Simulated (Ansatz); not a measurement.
`[F][In]([F])[Cl]` + CH₃SH → `C[S][In]([F])[F]` + HCl at 400 K and 1 bar (ligand exchange at the In–Cl bond).

Calculated with Ansatz (gas phase, PBE0-D4/def2-TZVP geometries, no zero-point term in ΔE). CCSD(T)/CBS is the MP2 limit (def2-TZVPP, def2-QZVPP) plus CCSD(T) − MP2 in def2-TZVPP, frozen cores. This one scheme is used for every species. def2 core potentials past Kr. For In outer-core shells are correlated without core-valence functions, which leaves a few kJ/mol of doubt a bond. Each species was taken in one conformer, which may not be the lowest.

```tsv
species	CCSD(T)/CBS energy (Eh)	H − E (kJ/mol)	S (J/(mol·K))
`[F][In]([F])[Cl]`	-849.27843	36.5	350.7
CH₃SH	-438.22835	138.7	269.4
`C[S][In]([F])[F]`	-827.12092	146.2	422.7
HCl	-460.38127	29.6	195.4
```

H − E and S are ideal-gas, rigid-rotor, harmonic terms from PBE0-D4/def2-TZVP, for one conformer and one mirror image of each species. 1 Eh = 2625.50 kJ/mol, R = 8.31446 J/(mol·K).

Question: By hand: ΔE, ΔH, ΔS and ΔG.

Answer: ΔE = (-827.12092) + (-460.38127) − (-849.27843) − (-438.22835) = 0.00459 Eh = 12.1 kJ/mol. Δ(H − E) = 146.2 + 29.6 − 36.5 − 138.7 = 0.6, so ΔH = 12.7 kJ/mol. ΔS = 422.7 + 195.4 − 350.7 − 269.4 = -2.0 J/(mol·K). ΔG = 12.7 − 400 × (-2.0)/1000 = 13.5 kJ/mol.

Question: By hand: the equilibrium constant, and the temperature at which ΔG would vanish if ΔH and ΔS stayed fixed.

Answer: log₁₀ K = −ΔG/(RT ln 10) = -1.8. ΔH and −TΔS have one sign here, so there is no such temperature.

The number of gas molecules stays the same, so ΔS is small and ΔH decides. A doubt of 5 kJ/mol in ΔE shifts log₁₀ K by 0.7 here. Other conformers and mirror images would add mixing entropy, several J/(mol·K) or more a flexible species. Modes under 60 cm⁻¹, often nearly free rotors, make the harmonic entropy too high. These are equilibria of isolated gas molecules and say nothing of rates. Largest T1 diagnostic: 0.016 (customary marks: 0.02 for closed shells, 0.045 for open ones).

ΔS is within the doubt of such terms, so its sign, and with it that verdict, could turn.
